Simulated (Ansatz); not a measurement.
Cost and result for the atomization energy of ClFGeH$_{5}$NSi (`F[SiH](Cl)[NH][GeH3]`) (10 atoms, 9 bonds).

Cartesian coordinates in Å:
```
F -1.419 -2.074 -0.491
Si -0.806 -1.119 0.627
Cl -0.298 -2.351 2.176
N 0.558 -0.272 0.113
Ge 0.599 1.367 -0.743
H -1.879 -0.191 1.020
H 1.448 -0.745 0.178
H -0.835 1.908 -0.682
H 1.056 1.188 -2.200
H 1.576 2.289 0.001
```

Charge 0, multiplicity 1. Correlated methods include outer-core shells of Ge, which these sets cover unevenly. Scalar relativity is left out up to krypton. Geometry: relaxed with PBE0-D4/def2-TZVP. It is one conformer, not always the lowest. Program: Ansatz. All runs use 4 threads of a server CPU on a shared host. Times are those of one run each, without the atoms' runs, and a repeat can differ threefold. Electronic energies, without spin–orbit coupling; frozen cores. CCSD(T)/CBS adds CCSD(T) − MP2 in def2-TZVPP to the MP2 limit, and its time is that of the two runs behind it. T1 = 0.011. With those shells the extrapolation isn't a true limit. B3LYP takes the VWN-RPA correlation (the form of Gaussian; ORCA's B3LYP/G).

CCSD(T)/CBS is a level of theory with its own doubt, some kJ/mol a heavy atom from the limit and from the frozen cores, so smaller differences don't rank the functionals.

```json
{"level": "PBE-D4/def2-TZVPP (with forces)", "functions": "264", "wall time": "2.3 s", "atomization (kcal/mol)": "786.2", "difference from CCSD(T)/CBS": "-4.1", "per bond": "-0.5"}
{"level": "PBE0-D4/def2-TZVPP", "functions": "264", "wall time": "3.2 s", "atomization (kcal/mol)": "775.7", "difference from CCSD(T)/CBS": "-14.6", "per bond": "-1.6"}
{"level": "r2SCAN-D4/def2-TZVPP (with forces)", "functions": "264", "wall time": "4.1 s", "atomization (kcal/mol)": "784.6", "difference from CCSD(T)/CBS": "-5.7", "per bond": "-0.6"}
{"level": "B3LYP-D4/def2-TZVPP (with forces)", "functions": "264", "wall time": "4.8 s", "atomization (kcal/mol)": "780.3", "difference from CCSD(T)/CBS": "-10.0", "per bond": "-1.1"}
{"level": "B2PLYP/def2-TZVPP", "functions": "264", "wall time": "5.5 s", "atomization (kcal/mol)": "774.3", "difference from CCSD(T)/CBS": "-16.0", "per bond": "-1.8"}
{"level": "ωB97X-V/def2-TZVPP", "functions": "264", "wall time": "7.5 s", "atomization (kcal/mol)": "792.2", "difference from CCSD(T)/CBS": "1.9", "per bond": "0.2"}
{"level": "ωB97M-V/def2-TZVPP (with forces)", "functions": "264", "wall time": "11 s", "atomization (kcal/mol)": "786.6", "difference from CCSD(T)/CBS": "-3.7", "per bond": "-0.4"}
{"level": "MP2/def2-QZVPP", "functions": "493", "wall time": "22 s", "atomization (kcal/mol)": "793.1", "difference from CCSD(T)/CBS": "2.8", "per bond": "0.3"}
{"level": "CCSD(T)/def2-TZVPP", "functions": "264", "wall time": "2.6 min", "atomization (kcal/mol)": "767.2", "difference from CCSD(T)/CBS": "-23.1", "per bond": "-2.6"}
{"level": "CCSD(T)/CBS(def2)", "functions": "–", "wall time": "3 min", "atomization (kcal/mol)": "790.3", "difference from CCSD(T)/CBS": "0.0", "per bond": "0.0"}
```

From PBE to PBE0 (25 % exact exchange), in def2-TZVPP and without D4, the atomization energy moves by −9.6 kcal/mol: exact exchange takes away binding that semilocal exchange gives to molecules. The D4 term adds +9.8 kcal/mol with B3LYP and +5.2 kcal/mol with PBE0; it sums over pairs of atoms, weighted by their polarisabilities, and B3LYP, whose exchange is more repulsive, gets the larger term. In def2-TZVPP, CCSD(T) changes the Hartree–Fock value by +200.1 kcal/mol (the triples alone add +11.3 kcal/mol) and MP2 by +212.0 kcal/mol; breaking electron pairs costs correlation energy, which Hartree–Fock lacks.
